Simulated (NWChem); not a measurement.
All runs are NWChem calculations. System: AlF2I, charge 1, spin multiplicity 2, at the geometry of a parent with another charge or spin, in a state set for the comparison that need not be this species' ground state. Its SCF solution wasn't tested for a lower state. Level: UPBE0/x2c-SVPall-2c, scalar ZORA.

Part of the output:

```
             Northwest Computational Chemistry Package (NWChem) 7.3.0
             --------------------------------------------------------

                                NWChem Input Module
                                -------------------

 Scaling coordinates for geometry "geometry" by  1.889725989
 (inverse scale =  0.529177249)

                             Geometry "geometry" -> ""
                             -------------------------

 Output coordinates in angstroms (scale by  1.889725989 to convert to a.u.)

  No.       Tag          Charge          X              Y              Z
 ---- ---------------- ---------- -------------- -------------- --------------
    1 Al                  13.0000     0.00000000     0.00000000    -1.35893400
    2 F                    9.0000    -1.41600300     0.00000000    -2.21082000
    3 F                    9.0000     1.41600300     0.00000000    -2.21082000
    4 I                   53.0000     0.00000000     0.00000000     1.08416800

 Effective nuclear repulsion energy (a.u.)     380.0714273585

            Nuclear Dipole moment (a.u.)
            ----------------------------
        X                 Y               Z
 ---------------- ---------------- ----------------
     0.0000000000     0.0000000000     0.0000037795


 Summary of "ao basis" -> "" (spherical)
 ------------------------------------------------------------------------------
       Tag                 Description            Shells   Functions and Types
 ---------------- ------------------------------  ------  ---------------------
 *                       x2c-svpall-2c                on all atoms

                                 NWChem DFT Module
                                 -----------------

 Summary of "ao basis" -> "ao basis" (spherical)
 ------------------------------------------------------------------------------
       Tag                 Description            Shells   Functions and Types
 ---------------- ------------------------------  ------  ---------------------
 Al                      x2c-svpall-2c               9       21   4s4p1d
 F                       x2c-svpall-2c               6       14   3s2p1d
 I                       x2c-svpall-2c              18       50   6s8p4d

 Summary of "ao basis" -> "ao basis" (spherical)
 ------------------------------------------------------------------------------
       Tag                 Description            Shells   Functions and Types
[...]
              MO Center= -3.1D-09, -8.1D-08, -9.5D-01, r^2= 3.8D+00
   Bfn.  Coefficient  Atom+Function         Bfn.  Coefficient  Atom+Function
  ----- ------------  ---------------      ----- ------------  ---------------
    15      0.640603  1 Al py                12      0.451918  1 Al py
    72     -0.211654  4 I  py                91     -0.211595  4 I  d -1
     6     -0.202610  1 Al py                69     -0.179648  4 I  py
    26     -0.169594  2 F  py                40     -0.169594  3 F  py
    29     -0.154432  2 F  py                43     -0.154432  3 F  py

   alpha - beta orbital overlaps
   -----------------------------

   alpha      1      2      3      4      5      6      7      8      9     10
    beta      1      2      3      4      5      6      7      8      9     10
 overlap   1.000  1.000  1.000  1.000  1.000  1.000  1.000  1.000  1.000  1.000

   alpha     11     12     13     14     15     16     17     18     19     20
    beta     11     12     13     14     15     16     17     18     19     20
 overlap   1.000  1.000  0.998  1.000  1.000  1.000  0.998  1.000  1.000  1.000

   alpha     21     22     23     24     25     26     27     28     29     30
    beta     21     22     23     24     25     26     27     28     29     30
 overlap   1.000  1.000  1.000  1.000  1.000  0.993  1.000  1.000  1.000  0.993

   alpha     31     32     33     34     35     36     37     38     39     40
    beta     31     32     33     34     35     36     42     37     38     39
 overlap   1.000  1.000  0.999  0.995  0.935  0.993  0.834  0.999  0.997  1.000

   alpha     41     42     43     44     45     46     47     48     49     50
    beta     40     41     43     44     45     46     47     48     50     49
 overlap   0.896  0.998  0.999  1.000  0.998  0.994  0.996  1.000  0.999  0.753

   alpha     51     52     53     54     55     56     57     58     59     60
    beta     51     52     53     54     55     56     57     58     59     60
 overlap   0.992  0.728  0.806  1.000  0.992  0.999  1.000  0.999  0.999  0.999

   alpha     61     62     63     64     65     66     67     68     69     70
    beta     61     62     63     64     65     66     67     68     69     70
 overlap   1.000  0.999  0.999  1.000  1.000  1.000  1.000  1.000  1.000  1.000

   alpha     71     72     73     74     75     76     77     78     79     80
    beta     71     72     73     74     75     76     77     78     79     80
 overlap   1.000  1.000  1.000  1.000  1.000  1.000  1.000  1.000  1.000  1.000

   alpha     81     82     83     84     85     86     87     88     89     90
    beta     81     82     83     84     85     86     87     88     89     90
 overlap   1.000  1.000  1.000  1.000  1.000  1.000  1.000  1.000  1.000  1.000

   alpha     91     92     93     94     95     96     97     98     99
    beta     91     92     93     94     95     96     97     98     99
 overlap   1.000  1.000  1.000  1.000  1.000  1.000  1.000  1.000  1.000

     --------------------------
     Expectation value of S2:
     --------------------------
      <S2> =      0.7523 (Exact =     0.7500)

 center of mass
 --------------
 x =   0.00000000 y =   0.00000000 z =   0.16655004

 moments of inertia (a.u.)
 ------------------
        1368.487593621995           0.000000000000           0.000000000000
           0.000000000000        1640.552822998173           0.000000000000
           0.000000000000           0.000000000000         272.065229376179

     Multipole analysis of the density
     ---------------------------------

     L   x y z        total         alpha         beta         nuclear
     -   - - -        -----         -----         ----         -------
     0   0 0 0      1.000000    -42.000000    -41.000000     84.000000

     1   1 0 0     -0.000000     -0.000000     -0.000000      0.000000
     1   0 1 0      0.000000      0.000000     -0.000000      0.000000
     1   0 0 1      1.402021     -0.192201      1.594219      0.000004

     2   2 0 0    -34.706356    -83.798535    -79.791678    128.883857
     2   1 1 0     -0.000011      0.000000     -0.000012      0.000000
     2   1 0 1     -0.000000     -0.000000      0.000000      0.000000
     2   0 2 0    -30.993762    -16.063645    -14.930118      0.000000
     2   0 1 1      0.000000      0.000000      0.000000      0.000000
     2   0 0 2    -30.881724   -329.390181   -323.868936    622.377393

 Task  times  cpu:       18.9s     wall:       18.9s

 Total times  cpu:       19.0s     wall:       19.0s
```

Q: Write an NWChem input that would produce this output.

A: Several could match; the one computed here: 
```
start mol
memory heap 200 mb stack 900 mb global 1100 mb
charge 1
geometry units angstroms nocenter noautoz noautosym
  Al     0.000000     0.000000    -1.358934
  F     -1.416003     0.000000    -2.210820
  F      1.416003     0.000000    -2.210820
  I      0.000000     0.000000     1.084168
end
basis spherical
  * library x2c-svpall-2c
end
relativistic
  zora on
end
dft
  xc pbe0
  odft
  mult 2
  semidirect memsize 60000000 filesize 0
  iterations 100
  grid fine
end
task dft energy
```
